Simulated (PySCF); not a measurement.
Compound: C₇H₁₃ (charge +1).
SMILES with atom numbers: `[CH3:1][C+:2]1[CH2:3][CH2:4][CH2:5][CH2:6][CH2:7]1` (hydrogens: H8, H9, H10 on C1; H11, H12 on C3; H13, H14 on C4; H15, H16 on C5; H17, H18 on C6; H19, H20 on C7)

The same species was optimised twice, with GFN2-xTB and with PBE0-D3(BJ)/def2-SVP (PySCF), and the same property calculations (PySCF, gas phase) were run on both structures.

| coordinate | GFN2-xTB | PBE0-D3(BJ)/def2-SVP | change |
| --- | --- | --- | --- |
| C3–C4 (Å) | 1.573 | 1.528 | -0.045 |
| C6–C7 (Å) | 1.573 | 1.528 | -0.045 |
| C2–C3 (Å) | 1.450 | 1.460 | +0.010 |
| C2–C7 (Å) | 1.451 | 1.460 | +0.009 |
| C1–C2 (Å) | 1.449 | 1.457 | +0.008 |
| C4–C5 (Å) | 1.516 | 1.522 | +0.006 |
| C5–C6 (Å) | 1.516 | 1.522 | +0.006 |
| C2–C3–C4 (°) | 103.1 | 117.0 | +13.9 |
| C2–C7–C6 (°) | 103.9 | 116.9 | +13.0 |
| C3–C2–C7 (°) | 116.9 | 120.0 | +3.1 |
| C3–C4–C5 (°) | 109.6 | 111.8 | +2.2 |
| C5–C6–C7 (°) | 109.8 | 111.7 | +1.9 |
| C1–C2–C7 (°) | 121.2 | 119.9 | -1.3 |
| C1–C2–C3 (°) | 121.1 | 120.1 | -1.0 |
| C4–C5–C6 (°) | 110.8 | 110.9 | +0.1 |

Rotational constants: A = 3846, B = 2556, C = 1889 MHz (GFN2-xTB) against A = 4319, B = 2252, C = 1606 MHz (PBE0-D3(BJ)/def2-SVP). Some torsions differ by more than 30° (C1–C2–C3–C4 101° against 157°; C1–C2–C7–C6 -102° against -157°), so the changes below aren't those of bond lengths and angles alone. Atoms that the bonding makes alike are paired by their places after alignment.

On the GFN2-xTB structure: HOMO (eV) -13.99 [PBE0/pcSseg-1]; LUMO (eV) -7.96 [PBE0/pcSseg-1]; GIAO shielding of C1 (ppm) 139.8 [PBE0/pcSseg-1]; GIAO shielding of C2 (ppm) -151.7 [PBE0/pcSseg-1]; GIAO shielding of C3/C7 (mean) (ppm) 120.6 [PBE0/pcSseg-1]; GIAO shielding of C4/C6 (mean) (ppm) 121.3 [PBE0/pcSseg-1]; GIAO shielding of C5 (ppm) 153.2 [PBE0/pcSseg-1].

Question: What do these properties become on the PBE0-D3(BJ)/def2-SVP structure?

Answer: 
```json
{"property": "HOMO (eV)", "level": "PBE0/pcSseg-1", "on GFN2-xTB": "-13.99", "on PBE0-D3(BJ)/def2-SVP": "-13.64", "change": "+0.35"}
{"property": "LUMO (eV)", "level": "PBE0/pcSseg-1", "on GFN2-xTB": "-7.96", "on PBE0-D3(BJ)/def2-SVP": "-8.02", "change": "-0.06"}
{"property": "energy, GFN2-xTB geometry as zero (kcal/mol)", "level": "PBE0/pcSseg-1", "on GFN2-xTB": "0.0", "on PBE0-D3(BJ)/def2-SVP": "-0.8", "change": "-0.8"}
{"property": "GIAO shielding of C1 (ppm)", "level": "PBE0/pcSseg-1", "on GFN2-xTB": "139.8", "on PBE0-D3(BJ)/def2-SVP": "134.8", "change": "-5.0"}
{"property": "GIAO shielding of C2 (ppm)", "level": "PBE0/pcSseg-1", "on GFN2-xTB": "-151.7", "on PBE0-D3(BJ)/def2-SVP": "-156.7", "change": "-5.0"}
{"property": "GIAO shielding of C3/C7 (mean) (ppm)", "level": "PBE0/pcSseg-1", "on GFN2-xTB": "120.6", "on PBE0-D3(BJ)/def2-SVP": "121.4", "change": "+0.8"}
{"property": "GIAO shielding of C4/C6 (mean) (ppm)", "level": "PBE0/pcSseg-1", "on GFN2-xTB": "121.3", "on PBE0-D3(BJ)/def2-SVP": "157.6", "change": "+36.3"}
{"property": "GIAO shielding of C5 (ppm)", "level": "PBE0/pcSseg-1", "on GFN2-xTB": "153.2", "on PBE0-D3(BJ)/def2-SVP": "161.5", "change": "+8.3"}
```

The heavy atoms differ by 0.391 Å rms after alignment (one structure mirrored). Among the bonds compared C3–C4 and C6–C7 change most and about equally (-0.045 Å). Changes are differences of the printed values. Neither structure is proved a minimum here. Isolated species at its PBE0-D3(BJ)/def2-SVP geometry (one conformer only).
